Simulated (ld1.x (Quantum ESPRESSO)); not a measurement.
**Reading a pseudo-wave (nickel)**

Columns: radius, all-electron u(r) and pseudo u(r) of the 4p shell (level -2.64 eV) of nickel in the configuration [Ne] 3s2 3p6 3d8 4s1.75 4p0; PBEsol, scalar-relativistic, PAW scheme, ld1.x (Quantum ESPRESSO) 7.5.

| r (bohr) | all-electron | pseudo |
| --- | --- | --- |
| 0.072 | 0.0816 | -0.0139 |
| 0.145 | 0.1083 | -0.0534 |
| 0.217 | 0.0544 | -0.1098 |
| 0.290 | -0.0285 | -0.1734 |
| 0.362 | -0.1029 | -0.2307 |
| 0.435 | -0.1560 | -0.2729 |
| 0.507 | -0.1833 | -0.2919 |
| 0.580 | -0.1885 | -0.2862 |
| 0.652 | -0.1760 | -0.2581 |
| 0.725 | -0.1504 | -0.2128 |
| 0.798 | -0.1162 | -0.1577 |
| 0.870 | -0.0771 | -0.1006 |
| 0.942 | -0.0353 | -0.0458 |
| 1.015 | 0.0082 | 0.0050 |
| 1.088 | 0.0516 | 0.0511 |
| 1.160 | 0.0933 | 0.0933 |
| 1.232 | 0.1335 | 0.1335 |
| 1.305 | 0.1723 | 0.1723 |
| 1.378 | 0.2088 | 0.2088 |
| 1.450 | 0.2426 | 0.2426 |
| 1.522 | 0.2741 | 0.2741 |
| 1.595 | 0.3037 | 0.3037 |
| 1.668 | 0.3310 | 0.3310 |
| 1.740 | 0.3558 | 0.3558 |
| 1.812 | 0.3786 | 0.3786 |
| 1.885 | 0.3996 | 0.3996 |

How many radial nodes do the two functions have?

The all-electron 4p function has n − l − 1 = 2; the pseudo-wave has 1, since 1 lower shell of the same l stays in the valence.

At about which radius was the pseudo-wave matched?

1.20 bohr, where the columns begin to agree (steps of 0.07 bohr).

Is the pseudo-wave norm-conserving?

No, it belongs to a PAW set: the norm inside the radius is not constrained, and the difference is carried by the augmentation charge.
